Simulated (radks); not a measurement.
Values are calculated unless marked as measured or tabulated.
Question: Ionisation of the holmium ion Ho+, [Xe] 4f11 6s1, to Ho2+, [Xe] 4f11, under several functionals. Scalar-relativistic Kohn-Sham, spin-polarised, spherical densities, point nucleus; open shells are filled with parallel spins first (spin-orbit coupling, left out, can overturn this in heavy ions); a radial shooting solver on a logarithmic mesh with Libxc functionals. The NIST Atomic Spectra Database gives 11.78 eV (semi-empirical). Rank these functionals by the error of their Delta-SCF ionisation energy: LDA (Slater exchange, Perdew-Wang correlation); LDA (Slater exchange, VWN5 correlation); AM05; SOGGA; BLYP; HCTH/407; revPBE; exchange-only PBE.

Answer: From best to worst: HCTH/407 11.779 eV (-0.002); exchange-only PBE 11.758 eV (-0.023); SOGGA 11.896 eV (+0.115); revPBE 11.928 eV (+0.147); AM05 11.952 eV (+0.171); BLYP 12.126 eV (+0.345); LDA (Slater exchange, Perdew-Wang correlation) 12.253 eV (+0.472); LDA (Slater exchange, VWN5 correlation) 12.257 eV (+0.476). Open shells are spherical and high-spin; term and fine-structure splittings are not resolved. Spin-orbit splitting is averaged out at the scalar-relativistic level.
